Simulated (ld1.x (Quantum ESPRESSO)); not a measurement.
## P (Z = 15): RRKJ pseudisation with PBE, scalar-relativistic reference atom.

```json
{
 "Element": "phosphorus",
 "Generator": "ld1.x (Quantum ESPRESSO) 7.5",
 "Type": "norm-conserving RRKJ (Kleinman–Bylander form)",
 "Functional": "PBE",
 "Relativity": "scalar-relativistic",
 "Frozen core": "[He]",
 "Valence charge": "13",
 "Reference configuration": "2s2 2p6 3s2 3p1 (charge +2)",
 "Partial waves": "2s (bound): rc 0.45 bohr; 2p (bound): rc 0.45 bohr; 3d channel at 0.05 Ry: rc 0.40 bohr",
 "Local potential": "the d channel",
 "Core correction": "none"
}
```

Occupied shells without a wave of their own: 3p, 3s. They enter only through the test configuration that unscreens the potential.

Poles of the logarithmic derivatives, all-electron (AE) and pseudo (PS). s: poles at no energy (AE) and no energy (PS) Ry. p: poles at no energy (AE) and no energy (PS) Ry. d: poles at no energy (AE) and no energy (PS) Ry. Test radius 0.50 bohr.

- Largest excitation error: -69 meV (all-electron minus pseudo) for 2s2 2p6 3s1 3p4, out of 7 test configurations

A Bessel basis up to 400 Ry misses an occupied level by 0.05 Ry, so cutoffs and ghosts were not judged.
